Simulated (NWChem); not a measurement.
Species: GeI₂, singlet; SMILES [Ge]([I])[I]

Results from NWChem. Low-valent species are run as closed-shell singlets; no triplet was tried in these runs. All runs use the structure optimised with PBE0/def2-SVP. def2 effective core potentials on I; no spin-orbit coupling. Level TPSS/def2-TZVP: energy and gradient; each run changes one setting, and changes count from the defaults (medium grid, exact Coulomb integrals, symmetry on).

Q: Which setting moves the energy most, and by about how much (tight SCF thresholds and tolerances; symmetry off; Becke weights; Coulomb fitting, Weigend set; coarse grid; defaults)?

A: Coulomb fitting, Weigend set, by about 200 μHa.
| setting | size of the energy change (μHa) | largest change of a gradient component (μHa/bohr) | time, defaults = 1 (rough) |
|---|---|---|---|
| defaults | < 10 | < 30 | about 1 |
| Becke weights | < 10 | < 30 | about 1 |
| coarse grid | < 10 | < 30 | about 1 |
| Coulomb fitting, Weigend set | 200 | < 30 | 0.2 |
| symmetry off | < 10 | other frame | 2 |
| tight SCF thresholds and tolerances | < 10 | < 30 | about 1 |
